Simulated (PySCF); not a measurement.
B₂HO₂, SMILES O=BB=[OH+], charge +1. Atoms are numbered in the order given.

```xyz
5

O      0.0000     0.0000     2.1366
B      0.0000     0.0000     0.9471
B      0.0000     0.0000    -0.7077
O      0.0000     0.0000    -1.9245
H      0.0000     0.0000    -2.8937
```
Charge +1, spin multiplicity 1.

The structure is a stationary point at ωB97X-D3(BJ)/def2-TZVP. The isomer is the one that the SMILES or the coordinates give; other isomers of the formula were not compared. The values are those of a single conformer.

These are PBE0/pcJ-1 (PySCF) values and carry that method's errors.

Isotropic couplings with Fermi-contact, spin-dipole and both spin-orbit terms, one fixed conformer, no vibrational averaging. Isotopes: 11B, 1H.

Computed spin–spin coupling constants:
```tsv
pair	bonds apart	J (Hz)
B2–B3	1	259.7
B3–H5	2	50.2
B2–H5	3	3.2
```
